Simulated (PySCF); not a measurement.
## Ga (gallium, neutral): PBE calculation

Configuration: [Ar] 3d10 4s2 4p1, 2P determinant. All numbers are calculated (PySCF 2.14, the non-relativistic Hamiltonian (point nucleus), in def2-SVP (5s4p3d, 32 functions)).

- Total energy: -1924.268 hartree
- One-electron energy: -2682.638 hartree
- Hartree (Coulomb) energy: 833.042 hartree
- Exchange-correlation energy: -74.671 hartree
- Kinetic energy: 1921.28357 hartree
- ⟨S²⟩: 0.7520
- ⟨L²⟩: 2.007
- Sum of ⟨r⟩: 23.24 bohr
- Sum of ⟨r²⟩: 38.98 bohr²
- Traceless quadrupole moment −½Σ⟨3z² − r²⟩ along its main axis: -4.91 e·bohr²
- Density at the nucleus (Gaussians lack the cusp): 19200 bohr⁻³
- Spin density at the nucleus: -0.103 bohr⁻³
- Langevin diamagnetic susceptibility: -30.9 ×10⁻⁶ cm³/mol
- Time after the integrals: 0.59 s of wall time on 1 thread of Neoverse-N1 (shared host)

```csv
shell,electrons,mean orbital energy (hartree),spread (hartree),"rms radius, mean of both spins (bohr)"
1s α,1,-370.90240,0,0.0572
1s β,1,-370.90176,0,0.0572
2s β,1,-45.32286,0,0.240
2s α,1,-45.32284,0,0.240
2p α,3,-40.17810,0.00231,0.212
2p β,3,-40.17776,0.00315,0.212
3s α,1,-5.27022,0,0.712
3s β,1,-5.26966,0,0.712
3p α,3,-3.59756,0.00883,0.743
3p β,3,-3.59685,0.01064,0.743
3d α,5,-0.73011,0.00890,0.921
3d β,5,-0.72814,0.01243,0.921
4s α,1,-0.32352,0,2.57
4s β,1,-0.30124,0,2.57
4p α,1,-0.10569,0,3.55
```
